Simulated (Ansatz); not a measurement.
Geometry optimisation, RKS PBE/def2-SVP (Ansatz).

Input file:

```yaml
crystal:
  periodic: [false, false, false]
  atoms:
    - { symbol: Ge, position_ang: [0.0, 0.0, 0.0] }
    - { symbol: H, position_ang: [0.0, 0.0, 1.55] }
    - { symbol: O, position_ang: [1.6691, 0.0, -0.5894] }
    - { symbol: H, position_ang: [1.9855, -0.9521, -0.7061] }
    - { symbol: F, position_ang: [-0.7913, 1.3709, -0.5594] }
    - { symbol: O, position_ang: [-0.8337, -1.4443, -0.5894] }
    - { symbol: H, position_ang: [-1.2883, -1.91, 0.183] }
basis:
  gaussian: { orbitals: def2-SVP }
hamiltonian:
  xc: pbe
relax:
  f_tol: 0.02
  max_steps: 40
output:
  orbitals: {}
```

Command:

```bash
$ ansatz run input.yaml --threads 1 --pin off --max-ram 2048MiB --backend cpu --events-out ev --progress --plain --runs-dir out
```

Q: Where does it end, and by what steps?

A: The run converged. After 15 steps the energy has fallen by 0.302 eV; H7 moved furthest, 0.76 Å.

```csv
step,energy less start (eV),largest force component (eV/Å),accepted
0,0.0000,1.786,yes
1,-0.1576,0.836,yes
2,-0.1958,0.150,yes
3,-0.2090,0.277,yes
4,-0.2201,0.805,yes
5,-0.2550,0.382,yes
6,-0.2029,1.727,no
7,-0.2756,0.172,yes
8,-0.2907,0.217,yes
9,-0.2984,0.059,yes
10,-0.2958,0.498,no
11,-0.2995,0.034,yes
12,-0.3014,0.024,yes
13,-0.2934,0.769,no
14,-0.3019,0.055,yes
15,-0.3021,0.014,yes
```

```xyz
7
Properties=species:S:1:pos:R:3
Ge 0.098 -0.139 0.261
H 0.128 0.300 1.733
O 1.768 -0.160 -0.332
H 1.822 -0.637 -1.182
F -0.874 1.007 -0.657
O -0.655 -1.720 -0.077
H -1.545 -1.586 -0.457
```

Whether the end is a true minimum wasn't checked by a vibrational analysis.

Time of the run: 40 s on 1 thread of Arm Neoverse V1 (shared host), peak memory 0.12 GiB.
